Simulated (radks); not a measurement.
Values are calculated unless marked as measured or tabulated.
Neutral cerium inside a hard spherical wall (all orbitals vanish at R), configuration held at [Xe] 4f1 5d1 6s2 and not refilled when levels cross. Level of theory: scalar-relativistic Kohn-Sham, r2SCAN, spin-polarised, spherical densities, finite nucleus; open shells are filled with parallel spins first (spin-orbit coupling, left out, can overturn this in heavy ions); meta-GGA in the generalised Kohn-Sham scheme; Fermi nuclear charge, rms radius 4.8771 fm (a radial shooting solver on a logarithmic mesh with Libxc functionals). Eigenvalues in eV for spin up, with the zero of energy where the potential of the charges vanishes at infinity; a dash marks a level that is unbound or too diffuse for the functional's potential to be trusted. A positive occupied level is held by the wall or, in an anion where self-interaction has pushed it up, behind a barrier. The pressure on the wall is -dE/dV.

R (bohr) = free: E (hartree) -8861.1018; kinetic (hartree) 9391.632; e(5p) -24.453; e(4f) -5.498; e(6s) -4.012; e(5d) -3.377; e(6p, empty) -1.324; e(7s, empty) -; pressure (GPa) 0
R (bohr) = 20: E (hartree) -8861.1018; kinetic (hartree) 9391.632; e(5p) -24.453; e(4f) -5.498; e(6s) -4.012; e(5d) -3.377; e(6p, empty) -1.323; e(7s, empty) 0.261; pressure (GPa) < 0.0001
R (bohr) = 15: E (hartree) -8861.1018; kinetic (hartree) 9391.632; e(5p) -24.450; e(4f) -5.495; e(6s) -4.010; e(5d) -3.374; e(6p, empty) -1.313; e(7s, empty) 0.826; pressure (GPa) 0.000267
R (bohr) = 10: E (hartree) -8861.0981; kinetic (hartree) 9391.664; e(5p) -24.242; e(4f) -5.284; e(6s) -3.850; e(5d) -3.195; e(6p, empty) -0.991; e(7s, empty) 3.581; pressure (GPa) 0.0848
R (bohr) = 7: E (hartree) -8861.0389; kinetic (hartree) 9391.981; e(5p) -22.881; e(4f) -3.854; e(6s) -2.472; e(5d) -2.000; e(6p, empty) 1.309; e(7s, empty) 12.372; pressure (GPa) 2.82
R (bohr) = 4: E (hartree) -8859.8047; kinetic (hartree) 9396.718; e(5p) -15.244; e(4f) 5.195; e(6s) 15.048; e(5d) 7.182; e(6p, empty) 25.375; e(7s, empty) 73.600; pressure (GPa) 232
R (bohr) = 2: E (hartree) -8830.9157; kinetic (hartree) 9488.248; e(5p) 63.212; e(4f) 71.061; e(6s) 239.13; e(5d) 110.25; e(6p, empty) 272.49; e(7s, empty) 542.97; pressure (GPa) 36800
